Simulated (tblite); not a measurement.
Isomers of C5H5ClNP. Computed with GFN2-xTB (tblite): harmonic, unscaled wavenumbers at the GFN2-xTB geometry, gas phase. Errors from tens to a few hundred cm⁻¹ against measured bands are possible. One conformer each.

Electronic energies: GFN2-xTB at the same geometries; isomer energies are rough at this level and their order can be wrong.

```tsv
SMILES	electronic energy, lowest = 0 (kcal/mol)
Cc1cnc(Cl)cp1	0.2
Cc1cpcnc1Cl	0.0
Cc1cpc(Cl)cn1	1.1
Cc1nc(Cl)ccp1	0.1
```

Task: How do GFN2-xTB zero-point energies change the relative energies?

Result: 
| SMILES | ZPE (kcal/mol) | of it from modes above 1550 cm⁻¹ | electronic (kcal/mol) | with ZPE, lowest = 0 (kcal/mol) | lowest mode (cm⁻¹) | rings |
| --- | --- | --- | --- | --- | --- | --- |
| Cc1cpcnc1Cl | 55.1 | 21.6 | 0.0 | 0.2 | 91 | 1 |
| Cc1nc(Cl)ccp1 | 54.8 | 21.7 | 0.1 | 0.0 | 19 | 1 |
| Cc1cnc(Cl)cp1 | 54.9 | 21.6 | 0.2 | 0.2 | 51 | 1 |
| Cc1cpc(Cl)cn1 | 54.9 | 21.7 | 1.1 | 1.1 | 54 | 1 |

The zero-point energies span 0.3 kcal/mol, from `Cc1nc(Cl)ccp1` to `Cc1cpcnc1Cl`. With it `Cc1nc(Cl)ccp1` becomes the lowest.

Task: What do entropy and thermal enthalpy add at 298.15 K and 1 bar (rigid rotor, harmonic oscillator, one conformer each)?

Result: 
```tsv
SMILES	point group	symmetry number	S (cal/(mol K))	H − H(0) (kcal/mol)	ZPE + H − H(0) − TS (kcal/mol)
Cc1cpcnc1Cl	Cs	1	88.2	5.51	34.3
Cc1cnc(Cl)cp1	Cs	1	90.5	5.66	33.6
Cc1cpc(Cl)cn1	Cs	1	90.5	5.67	33.6
```

Not tabulated: `Cc1nc(Cl)ccp1` (lowest mode only 19 cm⁻¹).
